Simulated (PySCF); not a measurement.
**Exercise with solution: chemical shift, span and skew from a shielding tensor**

C3H7ClOSi, SMILES C=C([Si@H](O)C)Cl. Atoms are numbered in the order given.

```xyz
13

C      1.6426    -0.1194     1.2479
C      0.8747    -0.0703     0.1588
Cl     1.4648    -0.6610    -1.3814
Si    -0.8933     0.5702     0.0862
C     -2.0387    -0.8347    -0.3272
O     -1.3066     1.1710     1.5915
H      1.2365     0.2476     2.1958
H      2.6618    -0.5189     1.2347
H     -0.9356     1.6512    -0.9429
H     -3.0705    -0.4838    -0.4827
H     -1.6951    -1.3384    -1.2444
H     -2.0392    -1.5712     0.4917
H     -0.9729     2.0449     1.8167
```

Geometry: ωB97X-D3(BJ)/def2-SVP. The structure was generated by enumeration; whether it is a known compound was not checked. Other conformers were not sampled.

GIAO shieldings from PySCF with PBE0/pcSseg-1, non-relativistic, no solvent. The symmetric part of the tensor of C2 has the principal values -88.9, 50.4, 121.3 ppm. The same nucleus in TMS has σ = 186.3 ppm at this level (PySCF, at its B3LYP-D3(BJ)/def2-TZVP geometry). Without spin–orbit terms, shifts of atoms bonded to Cl or Br come out too high.

### Question
Work out the isotropic shielding, the ¹³C shift against TMS, the span and the skew.

### Answer

σ(iso) = (σ11 + σ22 + σ33)/3 = 27.6 ppm. δ = σ(ref) − σ(iso) = 186.3 − (27.6) = 158.7 ppm.
Span Ω = σ33 − σ11 = 210.2 ppm. Skew κ = 3(σ(iso) − σ22)/Ω = -0.33. Tumbling in solution averages the tensor to δ; in a static solid the shielding alone would spread this spin-1/2 line over Ω.
